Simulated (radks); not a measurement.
Results of a calculation; reference values are marked as such.
Problem. The mean radii <r> (bohr) of the occupied orbitals of an atom or ion are listed with their occupations. Level of theory: scalar-relativistic Kohn-Sham, PBE, spin-polarised, spherical densities, finite nucleus; Fermi nuclear charge, rms radius of each element as measured or else 0.836 A^(1/3) + 0.57 fm (a radial shooting solver on a logarithmic mesh with Libxc functionals).

orbital  occ.      <r>
1s up       1  0.02191
1s down     1  0.02191
2s up       1  0.09329
2s down     1  0.09328
2p up       3  0.08237
2p down     3  0.08237
3s up       1   0.2445
3s down     1   0.2443
3p up       3   0.2431
3p down     3   0.2428
3d up       5   0.2213
3d down     5   0.2210
4s up       1   0.5530
4s down     1   0.5530
4p up       3   0.5854
4p down     3   0.5855
4d up       5   0.6360
4d down     5   0.6371
5s up       1    1.315
5s down     1    1.338
5p up       3    1.516
5p down     3    1.549
4f up       7   0.8400

Name the element and its charge. Open shells, if any, are filled with parallel spins first.

Solution. Z = 64, gadolinium, charge +3: Gd3+ in [Xe] 4f7. The 1s radius gives Z: for a bare nucleus <r> = (2 gamma + 1)/(2Z) with gamma = sqrt(1 - (Z/c)^2), 0.02163 bohr for Z = 64, and screening makes it slightly larger (0.02191 here). The occupations add up to 61, and the charge is Z minus that.
